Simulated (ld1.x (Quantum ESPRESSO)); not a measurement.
platinum (Pt), TM semilocal: configuration errors across variants

ld1.x (Quantum ESPRESSO) 7.5 input, shortened:

```
&input
   title='Pt', zed=78., rel=1, dft='PBE', iswitch=3,
   config='[Xe] 4f14 5d8 5f-2 6s0 6p0'
 /
 &inputp
   pseudotype=1, tm=.true., lloc=1,
   nlcc=.true., rcore=0.55
 /
4
6S  1  0   0.00   0.00  2.35  2.35  0.0
5D  3  2   8.00   0.00  1.20  1.20  0.0
5F  4  3  -2.00   0.25  2.40  2.40  0.0
5P  2  1   6.00   0.00  1.20  1.20  0.0
 &test
   configts(1)='5p6 5d8 6s0 6p0'
 /
```

All-electron excitation energies from the reference (eV): (1) 5p6 5d9 6s1 6p0 -29.160; (2) 5p6 5d9 6s0 6p0 -19.966; (3) 5p6 5d7 6s0 6p0 32.217; (4) 5p6 5d9.5 6s0.5 6p0 -29.282; (5) 5p6 5d10 6s0 6p0 -29.177; (6) 5p5 5d9 6s1 6p0 32.991; (7) 5p6 5d9 6s0.5 6p0 -25.466.

A semilocal file is local in each channel, so a ghost entry of none says nothing of the separable form that plane-wave codes build from it.

2 further variants failed, have other tests or too few solved ones, and are left out.

Errors AE − PS in meV (a dash: test not solved or not reliable):

| change | (1) | (2) | (3) | (4) | (5) | (6) | (7) | bound ghosts |
| --- | --- | --- | --- | --- | --- | --- | --- | --- |
| base | +14 | +0.1 | -11 | +11 | -2.4 | -180 | +9.7 | none |
| wave 5f channel at 0.25 Ry: rc 2.40 bohr becomes 5f channel at 0.86 Ry: rc 2.40 bohr | +14 | +0.1 | -11 | +11 | -2.4 | -180 | +9.7 | none |
| wave 5f channel at 0.25 Ry: rc 2.40 bohr becomes 5f channel at 0.25 Ry: rc 2.62 bohr | +14 | +0.1 | -11 | +11 | -2.4 | -180 | +9.7 | none |
| all radii but the core radius scaled by about 1.25 (s 2.94, p 1.50, d 1.50, f 3.00 bohr) | +5.7 | +0.9 | -11 | +5.3 | -1.1 | -178 | +2.7 | none |

(1) Give the same row for: core correction a·sin(br)/r model core inside 1.08 bohr.

## Answers

(1) +14, 0.0, -12, +11, -2.5, -176, +9.8; bound ghosts: none.
